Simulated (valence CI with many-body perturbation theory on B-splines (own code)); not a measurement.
## E1 line list for Gd⁴⁹⁺

Method: configuration interaction combined with many-body perturbation theory (CI+MBPT): five valence electrons over a frozen Dirac-Fock core [Ne], radial functions for each j: 11 s, 11 p, 10 d, 8 f, 5 g, 2 h, with the one-electron correlation potential Σ1 (screened to all orders), the two-electron term Σ2, the three-electron term Σ3, Breit, model QED; selected single and double excitations, second order for the rest, scaled by the run's own slope (own B-spline code, finite nucleus).

The last digits are not significant, and no measured levels were compared; by estimate large intervals hold to a few tenths of a per cent, small ones and those within an open d or f shell to about a per cent. Among the levels kept, up to 3200 cm⁻¹ of a level comes from second order outside the variational space, and about a tenth of that is noise between levels of different J, which matters for small intervals.

Lines 101 to 150 of 565 in falling wavelength, among levels below 63.200 Ry, chosen from the strongest by gf and those to the six lowest levels. Wavelengths and rates use the calculated energies. Electric multipoles are in the length gauge with retardation, E1 and E2 with the static RPA response of the core. Weak lines are less certain than strong ones. Lines between different terms over intervals too small for the method are left out, as are lines whose strength nearly cancels. The highest levels of a list are the least certain.

Levels are named by their leading jj configuration (3d3/2^4 stands for four electrons in 3d with j = 3/2), which in mixed levels can hold well under half, so a name can repeat and another be missing. Letters in brackets count levels of one name in rising energy.

| λ vac (Å) | Upper | Lower | A (s⁻¹) | S (a.u.) with core polarisation | S without |
| --- | --- | --- | --- | --- | --- |
| 55.39 | (3s 3p1/2^2 3d5/2^2) J=9/2 | (3s 3p1/2^2 3p3/2 3d5/2) J=7/2 [b] | 2.67e+10 | 2.24e-02 | 2.27e-02 |
| 55.25 | (3s^2 3p1/2 3d5/2^2) J=3/2 [a] | (3s^2 3p1/2 3p3/2 3d5/2) J=1/2 | 3.13e+10 | 1.04e-02 | 1.06e-02 |
| 54.91 | (3s^2 3p1/2 3d5/2^2) J=7/2 | (3s^2 3p1/2 3p3/2 3d5/2) J=5/2 [b] | 1.32e+11 | 8.62e-02 | 8.74e-02 |
| 54.74 | (3s 3p1/2^2 3d5/2^2) J=7/2 | (3s 3p1/2^2 3p3/2 3d5/2) J=5/2 [b] | 1.27e+11 | 8.23e-02 | 8.36e-02 |
| 54.46 | (3s^2 3p1/2 3p3/2 3d5/2) J=3/2 [a] | (3s^2 3p1/2 3p3/2^2) J=5/2 | 7.08e+09 | 2.26e-03 | 2.29e-03 |
| 54.33 | (3s^2 3p1/2 3d5/2^2) J=9/2 | (3s^2 3p1/2 3p3/2 3d5/2) J=7/2 [b] | 1.24e+11 | 9.79e-02 | 9.93e-02 |
| 54.14 | (3s^2 3p1/2 3d5/2^2) J=3/2 [b] | (3s^2 3p1/2 3p3/2 3d5/2) J=1/2 | 2.82e+10 | 8.83e-03 | 8.96e-03 |
| 54.01 | (3s^2 3p1/2 3d5/2^2) J=5/2 | (3s^2 3p1/2 3p3/2 3d5/2) J=3/2 [b] | 5.66e+10 | 2.64e-02 | 2.68e-02 |
| 53.80 | (3s 3p1/2^2 3d5/2^2) J=3/2 | (3s 3p1/2^2 3p3/2 3d5/2) J=3/2 [b] | 4.40e+10 | 1.35e-02 | 1.37e-02 |
| 53.77 | (3s^2 3p1/2 3p3/2 3d3/2) J=1/2 [b] | (3s^2 3p1/2 3p3/2^2) J=3/2 | 4.19e+09 | 6.43e-04 | 6.53e-04 |
| 53.57 | (3s^2 3p3/2 3d3/2 3d5/2) J=7/2 [a] | (3s^2 3p3/2^2 3d3/2) J=7/2 | 1.68e+10 | 1.02e-02 | 1.03e-02 |
| 53.55 | (3s^2 3p1/2 3p3/2 3d5/2) J=5/2 [a] | (3s^2 3p1/2 3p3/2^2) J=5/2 | 3.85e+10 | 1.75e-02 | 1.78e-02 |
| 53.33 | (3s 3p1/2 3p3/2^2 3d5/2) J=3/2 [a] | (3s 3p1/2 3p3/2^3) J=5/2 | 2.68e+10 | 8.02e-03 | 8.14e-03 |
| 53.10 | (3s^2 3p1/2 3d3/2 3d5/2) J=7/2 [a] | (3s^2 3p1/2 3p3/2 3d3/2) J=7/2 | 2.21e+10 | 1.31e-02 | 1.33e-02 |
| 52.98 | (3s 3p1/2^2 3d3/2 3d5/2) J=7/2 [b] | (3s 3p1/2^2 3p3/2 3d3/2) J=5/2 [b] | 8.25e+10 | 4.84e-02 | 4.91e-02 |
| 52.76 | (3s 3p1/2^2 3d3/2 3d5/2) J=1/2 | (3s 3p1/2^2 3p3/2 3d3/2) J=1/2 [b] | 7.57e+10 | 1.10e-02 | 1.11e-02 |
| 52.73 | (3s^2 3p3/2 3d3/2 3d5/2) J=5/2 [a] | (3s^2 3p3/2^2 3d3/2) J=3/2 [a] | 3.68e+10 | 1.60e-02 | 1.62e-02 |
| 52.49 | (3s 3p1/2 3p3/2^2 3d3/2) J=5/2 [e] | (3s 3p1/2 3p3/2^3) J=3/2 [a] | 2.29e+10 | 9.80e-03 | 9.94e-03 |
| 52.39 | (3s^2 3p1/2 3d5/2^2) J=5/2 | (3s^2 3p1/2 3p3/2 3d5/2) J=7/2 [b] | 3.19e+10 | 1.36e-02 | 1.38e-02 |
| 52.36 | (3s 3p1/2^2 3d5/2^2) J=3/2 | (3s 3p1/2^2 3p3/2 3d5/2) J=1/2 | 6.52e+10 | 1.85e-02 | 1.87e-02 |
| 52.25 | (3s^2 3p3/2 3d3/2 3d5/2) J=5/2 [a] | (3s^2 3p3/2^2 3d3/2) J=5/2 | 1.94e+10 | 8.21e-03 | 8.33e-03 |
| 52.20 | (3s 3p1/2^2 3d5/2^2) J=7/2 | (3s 3p1/2^2 3p3/2 3d5/2) J=7/2 [b] | 4.23e+10 | 2.38e-02 | 2.41e-02 |
| 52.15 | (3s^2 3p1/2 3p3/2 3d5/2) J=3/2 [a] | (3s^2 3p1/2 3p3/2^2) J=3/2 | 5.64e+10 | 1.58e-02 | 1.60e-02 |
| 52.12 | (3s^2 3p3/2 3d3/2 3d5/2) J=7/2 [b] | (3s^2 3p3/2^2 3d3/2) J=7/2 | 4.89e+10 | 2.74e-02 | 2.78e-02 |
| 52.12 | (3s^2 3p1/2 3d3/2 3d5/2) J=5/2 [b] | (3s^2 3p1/2 3p3/2 3d3/2) J=3/2 [b] | 7.95e+10 | 3.33e-02 | 3.38e-02 |
| 52.09 | (3s 3p1/2^2 3d5/2^2) J=9/2 | (3s 3p1/2^2 3p3/2 3d5/2) J=7/2 [a] | 1.14e+11 | 7.97e-02 | 8.09e-02 |
| 51.68 | (3s^2 3p3/2 3d3/2 3d5/2) J=5/2 [c] | (3s^2 3p3/2^2 3d3/2) J=3/2 [b] | 3.29e+10 | 1.34e-02 | 1.36e-02 |
| 51.59 | (3s 3p1/2^2 3d3/2 3d5/2) J=5/2 [b] | (3s 3p1/2^2 3p3/2 3d3/2) J=3/2 [b] | 5.64e+10 | 2.30e-02 | 2.33e-02 |
| 51.59 | (3s 3p1/2^2 3p3/2 3d5/2) J=5/2 [a] | (3s 3p1/2^2 3p3/2^2) J=5/2 | 7.18e+10 | 2.92e-02 | 2.96e-02 |
| 51.56 | (3s^2 3p1/2^2 3d5/2) J=5/2 | (3s^2 3p1/2^2 3p3/2) J=3/2 | 9.67e+10 | 3.93e-02 | 3.98e-02 |
| 51.32 | (3s^2 3p1/2 3p3/2 3d5/2) J=5/2 [a] | (3s^2 3p1/2 3p3/2^2) J=3/2 | 1.76e+10 | 7.04e-03 | 7.14e-03 |
| 51.00 | (3s^2 3p3/2 3d5/2^2) J=11/2 | (3s^2 3p3/2^2 3d5/2) J=9/2 | 1.42e+11 | 1.12e-01 | 1.13e-01 |
| 50.94 | (3s 3p1/2^2 3p3/2 3d5/2) J=1/2 | (3s 3p1/2^2 3p3/2^2) J=1/2 | 1.56e+11 | 2.03e-02 | 2.06e-02 |
| 50.89 | (3s^2 3p1/2 3d3/2 3d5/2) J=7/2 [a] | (3s^2 3p1/2 3p3/2 3d3/2) J=5/2 [a] | 9.52e+10 | 4.96e-02 | 5.03e-02 |
| 50.80 | (3s 3p1/2^2 3d3/2 3d5/2) J=3/2 [b] | (3s 3p1/2^2 3p3/2 3d3/2) J=3/2 [b] | 5.38e+10 | 1.39e-02 | 1.41e-02 |
| 50.73 | (3s^2 3p1/2 3d3/2 3d5/2) J=5/2 [a] | (3s^2 3p1/2 3p3/2 3d3/2) J=3/2 [a] | 6.91e+10 | 2.67e-02 | 2.71e-02 |
| 50.72 | (3s 3p1/2 3p3/2^2 3d5/2) J=3/2 [b] | (3s 3p1/2 3p3/2^3) J=5/2 | 5.06e+10 | 1.30e-02 | 1.32e-02 |
| 50.69 | (3s 3p1/2 3p3/2^2 3d5/2) J=1/2 [c] | (3s 3p1/2 3p3/2^3) J=3/2 [b] | 8.83e+10 | 1.13e-02 | 1.15e-02 |
| 50.67 | (3s^2 3p3/2 3d3/2 3d5/2) J=9/2 [b] | (3s^2 3p3/2^2 3d5/2) J=7/2 | 1.45e+10 | 9.32e-03 | 9.46e-03 |
| 50.65 | (3s^2 3p1/2 3d3/2 3d5/2) J=3/2 [b] | (3s^2 3p1/2 3p3/2 3d3/2) J=1/2 [b] | 7.39e+10 | 1.90e-02 | 1.92e-02 |
| 50.62 | (3s^2 3p3/2 3d3/2 3d5/2) J=1/2 [b] | (3s^2 3p3/2^2 3d5/2) J=1/2 | 6.89e+10 | 8.82e-03 | 8.95e-03 |
| 50.59 | (3s^2 3p3/2 3d3/2 3d5/2) J=5/2 [d] | (3s^2 3p3/2^2 3d5/2) J=7/2 | 3.21e+10 | 1.23e-02 | 1.25e-02 |
| 50.58 | (3s 3p1/2^2 3d3/2 3d5/2) J=7/2 [a] | (3s 3p1/2^2 3p3/2 3d3/2) J=5/2 [a] | 8.99e+10 | 4.59e-02 | 4.66e-02 |
| 50.53 | (3s^2 3p1/2 3p3/2 3d5/2) J=3/2 [b] | (3s^2 3p1/2 3p3/2^2) J=1/2 | 1.28e+11 | 3.27e-02 | 3.32e-02 |
| 50.52 | (3s^2 3p1/2 3d3/2 3d5/2) J=9/2 | (3s^2 3p1/2 3p3/2 3d3/2) J=7/2 | 1.28e+11 | 8.12e-02 | 8.24e-02 |
| 50.48 | (3s^2 3p1/2 3d3/2 3d5/2) J=7/2 [b] | (3s^2 3p1/2 3p3/2 3d3/2) J=5/2 [b] | 1.22e+11 | 6.22e-02 | 6.31e-02 |
| 50.46 | (3s^2 3p1/2 3d5/2^2) J=1/2 | (3s^2 3p1/2 3p3/2 3d5/2) J=3/2 [b] | 1.02e+11 | 1.30e-02 | 1.32e-02 |
| 50.41 | (3s^2 3p3/2 3d3/2 3d5/2) J=3/2 [b] | (3s^2 3p3/2^2 3d3/2) J=3/2 [b] | 1.49e+11 | 3.77e-02 | 3.83e-02 |
| 50.38 | (3s 3p1/2 3p3/2^2 3d5/2) J=5/2 [c] | (3s 3p1/2 3p3/2^3) J=5/2 | 3.75e+10 | 1.42e-02 | 1.44e-02 |
| 50.36 | (3s 3p1/2 3p3/2^2 3d5/2) J=3/2 [a] | (3s 3p1/2 3p3/2^3) J=3/2 [a] | 6.31e+10 | 1.59e-02 | 1.61e-02 |
